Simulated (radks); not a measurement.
Results of a calculation; reference values are marked as such.
All-electron atom: Ho XXIX in [Kr] 4d3.

Code: a radial shooting solver on a logarithmic mesh with Libxc functionals. Model: scalar-relativistic Kohn-Sham, PBE, spin-polarised, spherical densities, point nucleus; open shells are filled with parallel spins first.

Energy parts (eV):
| part | energy |
|---|---|
| total | -332852.09 |
| kinetic | 360921.97 |
| electron-nucleus | -775492.92 |
| Hartree | 88042.48 |
| exchange-correlation | -6323.62 |

Orbitals (lengths in bohr, moments of r in powers of bohr; <r^-3> diverges for s and p1/2; r(max) is where P^2 peaks):
orbital,occ.,eigenvalue (eV),<r^2>,<r^-3>,r(max),<r>
1s up,1,-56486.90,0.0005881,-,0.01311,0.02074
1s down,1,-56486.86,0.0005881,-,0.01311,0.02074
2s up,1,-10273.30,0.009162,-,0.07461,0.08806
2s down,1,-10270.59,0.009160,-,0.07460,0.08806
2p up,3,-9213.556,0.007436,13550,0.06061,0.07804
2p down,3,-9211.404,0.007434,13550,0.06060,0.07803
3s up,1,-3038.421,0.05950,-,0.2105,0.2283
3s down,1,-3037.090,0.05944,-,0.2105,0.2282
3p up,3,-2714.495,0.05959,2954,0.2068,0.2269
3p down,3,-2713.002,0.05951,2955,0.2069,0.2268
3d up,5,-2309.419,0.04938,394.7,0.1685,0.2054
3d down,5,-2307.151,0.04934,394.6,0.1687,0.2054
4s up,1,-1277.569,0.2561,-,0.4631,0.4776
4s down,1,-1270.029,0.2563,-,0.4629,0.4778
4p up,3,-1160.281,0.2741,849.9,0.4767,0.4926
4p down,3,-1152.835,0.2746,848.2,0.4766,0.4931
4d up,3,-1006.572,0.2837,107.8,0.4757,0.4984
4d down,0,-999.2164,0.2845,107.7,0.4756,0.4990

The highest occupied level is 4d up at -1006.6 eV. The density falls to 0.001 e/bohr^3 at r = 1.27 bohr. For comparison, the ionisation energy in NIST's Atomic Spectra Database is 1029 eV (theoretical). In exact Kohn-Sham theory the highest level is minus the ionisation energy, but local and semilocal functionals leave it too shallow, through self-interaction and a potential that decays too fast; potentials with the right tail come closer.
